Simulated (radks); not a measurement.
Question: These are the eigenvalues of the occupied orbitals of an atom or ion with whole-number occupations (Ry). Method: scalar-relativistic Kohn-Sham, LDA (Slater exchange, Perdew-Wang correlation), spin-polarised, spherical densities, point nucleus; computed with a radial shooting solver on a logarithmic mesh with Libxc functionals.

orbital  eigenvalue
1s up     -21.01752
1s down   -20.97126
2s up      -1.93301
2s down    -1.80901
2p up      -1.30966

Which element is it, and in what charge state? The configuration may be excited. Open shells, if any, are filled with parallel spins first.

Answer: Z = 6, carbon, charge +1: C+ in [He] 2s2 2p1. The list shows which subshells hold electrons but not how many an open one holds; the 1s level, -10.509 hartree, gives Z - s = 4.6 by -(Z - s)^2/2, which with screening and relativity narrows Z to a few neighbours, and the depths of the outer levels then fix element, charge and occupations together.
